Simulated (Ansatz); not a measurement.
Consider the atomization: `[F][Sn]([F])[O][SiH3]`• → 2 F• + 3 H• + O• + Si• + Sn•.

Program: Ansatz. Geometries: PBE0-D4/def2-TZVP. ΔE: electronic, gas phase. CCSD(T)/CBS is the MP2 limit (def2-TZVPP, def2-QZVPP) plus CCSD(T) − MP2 in def2-TZVPP, frozen cores. This one scheme is used for every species, atoms too. For atomizations the MP2-based limit and the directly extrapolated one differ by several kJ/mol either way, and by 10 to 25 for some Ge, Se and Sn compounds, so smaller differences from it don't rank the levels. No spin–orbit coupling; open shells (•) take unrestricted orbitals. Spin–orbit coupling would lower the free atoms: a little for F, O, Si; strongly for Sn. Elements past krypton have def2 core potentials. For Sn outer-core shells are correlated without core-valence functions, so the limit isn't a true one: a few kJ/mol of doubt a bond, and 10 to 20 or more in all where bonds break to atoms. Each species was taken in one conformer, which may not be the lowest.

`[F][Sn]([F])[O][SiH3]`•:

Cartesian coordinates in Å:
```
F -1.774 1.689 1.551
Sn -1.778 0.701 -0.089
F -3.271 -0.481 0.073
O -0.224 -0.463 -0.024
Si 1.395 -0.375 -0.315
H 1.910 0.993 -0.036
H 1.680 -0.707 -1.735
H 2.062 -1.356 0.575
```

```csv
species,CCSD(T)/CBS(def2) energy (Eh)
`[F][Sn]([F])[O][SiH3]`•,-779.75931
F•,-99.66871
H•,-0.50000
O•,-75.00631
Si•,-288.94402
Sn•,-213.97081
```

Question: Work out ΔE.

Answer: ΔE = 3 × (-0.50000) + 2 × (-99.66871) + (-75.00631) + (-288.94402) + (-213.97081) − (-779.75931) = 1.00075 Eh = +2627.5 kJ/mol.

Largest T1 diagnostic among the species: 0.018.

From BLYP to BHLYP (50 % exact exchange), in def2-TZVPP and without D4, ΔE moves by −132.5 kJ/mol: exact exchange takes away binding that semilocal exchange gives to molecules. Leaving LDA and LC-ωPBE aside and taking each functional with its dispersion term where it has one, the values, not all of them listed here, spread over 164.2 kJ/mol, from BHLYP-D4 to PBE-D4. LDA lies +390.8 kJ/mol from PBE without D4, its usual overbinding.
